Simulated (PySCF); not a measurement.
BP86 single point of singlet SeCl4 at its PBE0 minimum.

An equivalent PySCF input for this run (the driver started from the density of an earlier step):

```python
from pyscf import gto, scf, dft
mol = gto.M(atom='''
Se    -0.000000     0.000000    -0.408605
Cl     0.000000     2.328187    -0.480889
Cl    -0.000000    -2.328187    -0.480889
Cl     1.688307    -0.000000     0.948873
Cl    -1.688307     0.000000     0.948873''',
    basis={'Se': 'def2-SVP', 'Cl': 'def2-SVP'},
    charge=0, spin=0)
mf = dft.RKS(mol, xc='B88,P86')
mf.grids.atom_grid = (75, 302)
aux = {'Se': 'def2-universal-JKFIT', 'Cl': 'def2-universal-JKFIT'}
mf = mf.density_fit(auxbasis=aux)
mf.conv_tol = 1e-08
mf.diis_space = 10
mf.max_cycle = 60
mf.verbose = 4
mf.kernel()
```

Excerpt of the output:

```
init E= -4241.91513389986
  HOMO = -0.261761718364072  LUMO = -0.18098703796965  gap/eV = 2.19799
cycle= 1 E= -4241.91743216992  delta_E= -0.0023  |g|= 0.0918  |ddm|= 0.411
  HOMO = -0.265847870666563  LUMO = -0.155677211997378  gap/eV = 2.99790
cycle= 2 E= -4241.90684874532  delta_E= 0.0106  |g|= 0.199  |ddm|= 0.447
  HOMO = -0.261742462421687  LUMO = -0.170695781314529  gap/eV = 2.47751
cycle= 3 E= -4241.92010170668  delta_E= -0.0133  |g|= 0.0287  |ddm|= 0.297
  HOMO = -0.261150860619385  LUMO = -0.171690948648921  gap/eV = 2.43433
cycle= 4 E= -4241.92017641787  delta_E= -7.47e-05  |g|= 0.0117  |ddm|= 0.0455
  HOMO = -0.26191637121808  LUMO = -0.171806294375716  gap/eV = 2.45202
cycle= 5 E= -4241.92021942014  delta_E= -4.3e-05  |g|= 0.00214  |ddm|= 0.0208
  HOMO = -0.261775854437961  LUMO = -0.171883699368125  gap/eV = 2.44609
cycle= 6 E= -4241.92022084091  delta_E= -1.42e-06  |g|= 0.000435  |ddm|= 0.00444
  HOMO = -0.261788234633811  LUMO = -0.171868934840031  gap/eV = 2.44683
cycle= 7 E= -4241.9202209002  delta_E= -5.93e-08  |g|= 8.6e-05  |ddm|= 0.000659
  HOMO = -0.261785871443639  LUMO = -0.17186002526074  gap/eV = 2.44701
cycle= 8 E= -4241.92022090248  delta_E= -2.28e-09  |g|= 1.52e-05  |ddm|= 0.00015
  HOMO = -0.261789199081518  LUMO = -0.171860299744732  gap/eV = 2.44709
Extra cycle  E= -4241.92022090231  delta_E= 1.65e-10  |g|= 2.71e-05  |ddm|= 7.6e-05
converged SCF energy = -4241.92022090231
```

This run, together with those of the ionised and electron-attached species (not shown), took 12 s on 2 threads of a shared Intel Xeon 6975P-C (Granite Rapids) host, with 104 basis functions; the process peaked at 1.1 GiB.
